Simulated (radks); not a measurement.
The numbers below are computed, except where a source is named.
The nuclear charge of the calcium ion Ca+ is varied continuously with 19 electrons held in [Ar] 4s1. Level of theory: non-relativistic Kohn-Sham, PBEsol, spin-polarised, spherical densities, point nucleus; open shells are filled with parallel spins first (a radial shooting solver on a logarithmic mesh with Libxc functionals). By the Hellmann-Feynman theorem dE/dZ = E(electron-nucleus)/Z, the electronic potential at the nucleus.

\begin{tabular}{lrrrrr}
Z & E (hartree) & E(electron-nucleus)/Z (hartree) & HOMO & e(HOMO) (eV) & <r> HOMO (bohr) \\ \hline
19.5 & -636.97118 & -77.3643 & 4s & -5.605 & 4.092 \\
20 & -676.27965 & -79.8685 & 4s & -9.324 & 3.580 \\
20.5 & -716.83876 & -82.3673 & 4s & -13.613 & 3.218 \\
21 & -758.64631 & -84.8624 & 4s & -18.434 & 2.940 \\
\end{tabular}

The central difference of E at Z = 20 is -79.868 hartree, to compare with the third column; the second derivative is -5 hartree.
